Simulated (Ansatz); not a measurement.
Input and output for `O[AsH][SiH3]`.

```yaml
crystal:
  periodic: [false, false, false]
  atoms:
    - {symbol: O, position_ang: [-1.227589, 0.304535, -1.467876]}
    - {symbol: As, position_ang: [-0.527932, 1.192980, -0.050090]}
    - {symbol: Si, position_ang: [0.626489, -0.692149, 0.813345]}
    - {symbol: H, position_ang: [-2.101280, 0.666429, -1.636278]}
    - {symbol: H, position_ang: [0.733874, 1.694304, -0.757776]}
    - {symbol: H, position_ang: [1.616715, -0.198949, 1.809097]}
    - {symbol: H, position_ang: [1.321170, -1.444253, -0.261749]}
    - {symbol: H, position_ang: [-0.349448, -1.579999, 1.495529]}
basis:
  gaussian: {orbitals: ANO-RCC-VTZP}
magnetization: {spin_polarized: true, initial_magnetization: 2}
hamiltonian: {xc: {name: revPBE}, dispersion: d4}
output: {forces: true}
```

```sh
$ ansatz run in.yaml --threads 2 --pin off --events-out ev --progress --plain --max-ram 4352MiB
```

Shortened log:

```
Functional definition: revPBE
1296 factors; their error is unknown
mean field evaluation 1: about -71526.5559 eV, gradient 4.8e1 eV
mean field evaluation 2: about -71416.3437 eV, gradient 1.3e2 eV
mean field evaluation 4: about -71527.9450 eV, gradient 3.3e1 eV
mean field evaluation 8: about -71534.9998 eV, gradient 6.4e-1 eV
mean field evaluation 16: about -71534.9347 eV, gradient 2.1e-3 eV
mean field -71534.93469721 eV, -2628.8603620022 hartree, gradient 9.8e-6 eV, S^2 2.004393; 6 other end points of the search recorded, 0 dependent functions left out
reference -71534.93479683 eV, -2628.8603656633 hartree; 31, 29 occupied and 146, 148 virtual orbitals, 1296 factors
Total energy: -71535.37697029 eV, -2628.8766152381 hartree
Relativity: scalar
Atom 0 at    -1.227589     0.304535    -1.467876 Å, force    -0.030377    -1.037060    -1.401638 eV/Å
Atom 1 at    -0.527932     1.192980    -0.050090 Å, force     1.568093     0.842901     1.489233 eV/Å
Atom 2 at     0.626489    -0.692149     0.813345 Å, force    -0.361855    -0.442881     0.689660 eV/Å
Atom 3 at    -2.101280     0.666429    -1.636278 Å, force    -1.191140     0.088052    -0.456065 eV/Å
Atom 4 at     0.733874     1.694304    -0.757776 Å, force    -0.161605     0.561273    -0.120391 eV/Å
Atom 5 at     1.616715    -0.198949     1.809097 Å, force     0.125935     0.119875    -0.006712 eV/Å
Atom 6 at     1.321170    -1.444253    -0.261749 Å, force     0.149698    -0.034981    -0.304817 eV/Å
Atom 7 at    -0.349448    -1.579999     1.495529 Å, force    -0.098748    -0.097179     0.110730 eV/Å
Dipole moment:     0.044087     0.048798     0.210040 e Å
```

It took 19 s on 2 threads of an Arm Neoverse V1 on a shared host, with 0.47 GiB of host memory at the peak.
